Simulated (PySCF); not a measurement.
PySCF input file for C₃H₅O₂, SMILES CCO[C]=O, multiplicity 2, SMD-ωB97X/def2-SVP. The structure is a stationary point at PBE0-D3(BJ)/def2-SVP. The isomer is the one that the SMILES or the coordinates give; other isomers of the formula were not compared. One conformer was computed; it need not be the lowest.

```python
import numpy as np
from pyscf import gto, scf, dft
from pyscf.solvent import smd

mol = gto.M(
    atom='''
    C    -1.77124811   -0.14407366    0.10131835
    C    -0.49308586   -0.74910821    0.62444672
    O     0.53006689    0.26347811    0.81608219
    C     1.20538822    0.63287098   -0.23713421
    O     1.14226648    0.26902115   -1.36492274
    H    -1.62271030    0.28304379   -0.90085507
    H    -2.13677614    0.64521078    0.77414176
    H    -2.54714143   -0.92113382    0.02747320
    H    -0.62482342   -1.19357988    1.61958641
    H    -0.09354106   -1.51166962   -0.06140717
    ''',
    basis='def2-SVP',
    charge=0,
    spin=1,
    max_memory=1600,
    verbose=3,
)
mf = dft.UKS(mol, xc='wb97x').density_fit(auxbasis='def2-universal-jkfit')
mf.grids.level = 3
mf.conv_tol = 1e-9
mf.max_cycle = 100
mf.kernel()
fine, coarse = mf.grids, dft.Grids(mol).set(level=1).build(with_non0tab=True)
for _ in range(3):  # follow internal instabilities
    mf.grids = coarse
    mo, _, stable, _ = mf.stability(return_status=True, nroots=4)
    mf.grids = fine
    if stable:
        break
    mf.kernel(mf.make_rdm1(mo, mf.mo_occ))
res = {}
for name in ['water', 'tetrahydrofuran', 'n-hexane']:
    s = mf.SMD()
    s.with_solvent.solvent, s.with_solvent.sasa_ng = name, 302
    s.kernel(mf.make_rdm1())
    res[name] = (s.e_tot, s.with_solvent.get_cds(), s.dip_moment(), s.mo_energy, s.converged)
    print(f'SMD {name}: dG(solv) = {(s.e_tot - mf.e_tot) * 627.509474:.3f} kcal/mol, of which CDS {res[name][1] * 627.509474:.3f}')
```

It prints:

```

WARN: HOMO -0.167303689129229 >= LUMO -0.167303689129228

converged SCF energy = -267.448199616683  <S^2> = 0.75372557  2S+1 = 2.0037221
<class 'pyscf.df.df_jk.DFUKS'> wavefunction is stable in the internal stability analysis
converged SCF energy = -267.447664517091  <S^2> = 0.75369259  2S+1 = 2.0036892
Dipole moment(X, Y, Z, Debye): -2.56190, -1.67303,  1.74799
SMD water: dG(solv) = 0.336 kcal/mol, of which CDS 5.958
converged SCF energy = -267.452167205335  <S^2> = 0.75370016  2S+1 = 2.0036967
Dipole moment(X, Y, Z, Debye): -2.46050, -1.60028,  1.54005
SMD tetrahydrofuran: dG(solv) = -2.490 kcal/mol, of which CDS 0.442
converged SCF energy = -267.450324332363  <S^2> = 0.75371404  2S+1 = 2.0037106
Dipole moment(X, Y, Z, Debye): -2.29199, -1.44193,  1.42473
SMD n-hexane: dG(solv) = -1.333 kcal/mol, of which CDS 0.010
```

The calculation finished and met its thresholds.
